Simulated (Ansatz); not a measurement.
Reaction (redistribution): `[OH][SnH2][SeH]` + `[AlH2][CH]1C[SiH2]1` → `[OH][SnH2][AlH2]` + `[SeH]C1C[SiH2]1`

Isolated molecules relaxed with PBE0-D4/def2-TZVP in Ansatz; ΔE leaves out vibrations. CCSD(T)/CBS adds triple-zeta CCSD(T) − MP2 to the extrapolated MP2 energy (def2 sets, frozen cores). DFT in def2-TZVPP. Elements past krypton have def2 core potentials. For Se, Sn outer-core shells are correlated without core-valence functions, which leaves a few kJ/mol of doubt a bond. Scalar relativity is left out up to krypton. One conformer a species, not always the lowest.

| level | ΔE (kcal/mol) | difference from CCSD(T)/CBS |
| --- | --- | --- |
| PBE-D4 | 26.8 | -1.6 |
| PBE0-D4 | 27.5 | -0.9 |
| ωB97X-V | 27.2 | -1.2 |
| B2PLYP | 27.8 | -0.6 |
| PBE0 | 27.4 | -1.0 |
| HF/def2-TZVPP | 27.9 | -0.5 |
| CCSD/def2-TZVPP | 26.5 | -1.9 |
| CCSD(T)/def2-TZVPP | 26.9 | -1.5 |
| HF/def2-QZVPP | 28.1 | -0.3 |
| MP2/CBS(def2) | 29.8 | 1.4 |
| CCSD(T)/CBS | 28.4 | 0 |

Largest T1 diagnostic among the species: 0.014.
